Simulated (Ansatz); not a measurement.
Steps of a relaxation of CH$_{3}$AlFNS, SMILES `F[C]1(S)[NH][AlH]1` with RKS PBE-D4/def2-SVP.

```sh
$ ansatz run in.yaml --threads 2 --pin off --events-out ev --progress --plain --max-ram 4352MiB
```

```yaml
crystal:
  periodic: [false, false, false]
  atoms:
    - {symbol: F, position_ang: [-1.252700, 0.553600, 1.182900]}
    - {symbol: C, position_ang: [-0.260000, 0.375500, 0.293400]}
    - {symbol: S, position_ang: [1.282200, 1.209700, 0.681400]}
    - {symbol: N, position_ang: [-0.596800, 0.549500, -1.111000]}
    - {symbol: Al, position_ang: [-0.183400, -1.290000, -0.647300]}
    - {symbol: H, position_ang: [1.472500, 0.478000, 1.877000]}
    - {symbol: H, position_ang: [0.155000, 0.883900, -1.683200]}
    - {symbol: H, position_ang: [-0.524500, -2.817200, -0.649000]}
basis:
  gaussian: {orbitals: def2-SVP}
hamiltonian: {xc: pbe, dispersion: d4}
relax: {f_tol: 0.03, max_steps: 200}
```

Positions (Å) and forces (eV/Å) along the path, 11 of 11 steps:

```xyz
8
step=1 energy=-22699.3045 eV
F    -1.253    0.554    1.183   -1.196    1.216    0.501
C    -0.260    0.376    0.293    1.574   -1.522   -0.380
S     1.282    1.210    0.681    0.665   -0.146    1.544
N    -0.597    0.549   -1.111   -1.216   -2.148    0.044
Al   -0.183   -1.290   -0.647   -0.825    1.028    0.139
H     1.472    0.478    1.877    0.081    0.690   -0.885
H     0.155    0.884   -1.683    0.687    1.172   -0.544
H    -0.524   -2.817   -0.649    0.230   -0.290   -0.419
8
step=2 energy=-22699.8415 eV
F    -1.289    0.740    1.138    0.017    0.257    0.046
C    -0.244    0.330    0.324   -0.174   -0.067    0.284
S     1.298    1.203    0.721    0.359   -0.164    0.548
N    -0.608    0.460   -1.096    0.781   -1.562   -0.233
Al   -0.249   -1.345   -0.609   -0.714    0.708    0.067
H     1.546    0.528    1.902   -0.053    0.280   -0.386
H     0.119    0.934   -1.654   -0.418    0.479   -0.055
H    -0.480   -2.906   -0.782    0.202    0.069   -0.270
8
step=3 energy=-22700.1161 eV
F    -1.297    0.931    1.110    0.760   -0.367   -0.324
C    -0.246    0.327    0.365   -1.080    0.585    0.039
S     1.344    1.160    0.741   -0.095   -0.095   -0.251
N    -0.584    0.319   -1.090    1.901    0.546   -0.037
Al   -0.339   -1.380   -0.522   -0.287   -0.518   -0.076
H     1.564    0.556    1.933   -0.026   -0.047    0.185
H     0.040    0.973   -1.653   -1.249   -0.544    0.397
H    -0.390   -2.944   -0.940    0.076    0.440    0.067
8
step=4 energy=-22700.2571 eV
F    -1.247    0.996    1.100    0.581   -0.405   -0.263
C    -0.239    0.325    0.369   -0.908    0.555   -0.252
S     1.388    1.089    0.737    0.009   -0.162   -0.056
N    -0.554    0.281   -1.083    1.499    0.719    0.002
Al   -0.374   -1.402   -0.496   -0.148   -0.394   -0.084
H     1.521    0.588    1.999   -0.072    0.061   -0.020
H    -0.061    0.994   -1.695   -0.956   -0.622    0.576
H    -0.342   -2.930   -0.988   -0.005    0.248    0.098
8
step=5 energy=-22700.3630 eV
F    -1.157    1.017    1.095    0.164   -0.082   -0.141
C    -0.214    0.317    0.349   -0.113   -0.144   -0.278
S     1.475    0.956    0.709   -0.134   -0.188    1.199
N    -0.471    0.239   -1.077    0.600    1.469   -0.732
Al   -0.400   -1.437   -0.495   -0.028   -0.123    0.081
H     1.411    0.713    2.102    0.095    0.271   -1.079
H    -0.219    1.068   -1.713   -0.527   -1.191    0.940
H    -0.334   -2.929   -1.026   -0.055   -0.013    0.009
8
step=6 energy=-22700.4510 eV
F    -1.121    0.967    1.087   -0.025   -0.058   -0.066
C    -0.181    0.269    0.340   -0.035    0.023    0.079
S     1.500    0.893    0.772    0.231    0.189   -0.096
N    -0.410    0.239   -1.083    0.217    0.267   -0.181
Al   -0.392   -1.460   -0.535   -0.108   -0.012   -0.008
H     1.404    0.910    2.136   -0.187   -0.071   -0.130
H    -0.282    1.075   -1.692   -0.063   -0.343    0.421
H    -0.425   -2.949   -1.082   -0.030    0.004   -0.019
8
step=7 energy=-22700.4664 eV
F    -1.127    0.904    1.070   -0.170    0.058   -0.037
C    -0.144    0.252    0.350    0.728    0.198   -0.236
S     1.507    1.014    0.780   -0.258   -0.164   -0.057
N    -0.310    0.210   -1.086   -0.302   -0.099    0.281
Al   -0.368   -1.479   -0.522   -0.020   -0.064   -0.181
H     1.386    0.926    2.132   -0.048    0.019    0.069
H    -0.310    1.063   -1.660    0.057   -0.010    0.092
H    -0.543   -2.947   -1.119    0.013    0.061    0.069
8
step=8 energy=-22700.4840 eV
F    -1.095    0.909    1.077   -0.081    0.037    0.099
C    -0.122    0.247    0.344    0.245    0.062   -0.159
S     1.531    0.967    0.772   -0.165   -0.024    0.050
N    -0.351    0.219   -1.076    0.033   -0.043   -0.020
Al   -0.369   -1.477   -0.542   -0.073   -0.063   -0.015
H     1.330    0.955    2.121    0.038    0.019   -0.021
H    -0.304    1.076   -1.644    0.000   -0.015    0.064
H    -0.527   -2.954   -1.108    0.003    0.027    0.002
8
step=9 energy=-22700.4880 eV
F    -1.088    0.889    1.081   -0.092    0.041    0.061
C    -0.108    0.240    0.340    0.180   -0.005   -0.007
S     1.529    0.978    0.777   -0.076   -0.019   -0.022
N    -0.340    0.213   -1.076    0.030    0.022   -0.033
Al   -0.379   -1.484   -0.547   -0.026   -0.059    0.021
H     1.328    0.989    2.126   -0.007    0.000   -0.019
H    -0.300    1.074   -1.635   -0.005    0.008    0.008
H    -0.549   -2.955   -1.122   -0.004    0.013   -0.009
8
step=10 energy=-22700.4901 eV
F    -1.080    0.864    1.087   -0.023   -0.001    0.007
C    -0.086    0.228    0.341    0.038    0.004    0.041
S     1.530    0.989    0.780   -0.002   -0.006   -0.015
N    -0.319    0.204   -1.073   -0.007    0.024   -0.031
Al   -0.382   -1.494   -0.549   -0.002   -0.027    0.015
H     1.312    1.032    2.124   -0.008   -0.004   -0.003
H    -0.299    1.073   -1.622    0.005    0.005   -0.011
H    -0.584   -2.953   -1.143   -0.001    0.003   -0.003
8
step=11 energy=-22700.4902 eV
F    -1.081    0.861    1.090    0.004   -0.001   -0.005
C    -0.084    0.228    0.342   -0.001   -0.004    0.010
S     1.530    0.990    0.779   -0.002    0.002   -0.003
N    -0.319    0.204   -1.073    0.001    0.016   -0.002
Al   -0.382   -1.495   -0.547   -0.002   -0.012    0.005
H     1.311    1.034    2.123   -0.001   -0.001   -0.001
H    -0.297    1.072   -1.623    0.000    0.001   -0.004
H    -0.586   -2.951   -1.145    0.001   -0.001   -0.001
```

Hardware: 2 threads of an Arm Neoverse V1 on a shared host. Wall time 26 s, peak host memory 0.18 GiB.
